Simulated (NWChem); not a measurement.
CdSi2H6; SMILES [SiH3][Cd][SiH3]

All runs: NWChem. Geometry: optimised at PBE0/def2-SVP. Not confirmed as a minimum by frequencies. def2 effective core potentials on Cd; no spin-orbit coupling. Ions are spin-unrestricted doublets at the neutral geometry; other ion states weren't tried.

For level PBE/def2-SVP:

- vertical ionisation energy, ΔSCF (eV) = 8.36
- −ε(HOMO) (eV) = 5.78

### Question
What are these values for level CAM-B3LYP/def2-SVP?

### Answer
- vertical ionisation energy, ΔSCF (eV): 8.61
- −ε(HOMO) (eV): 7.83
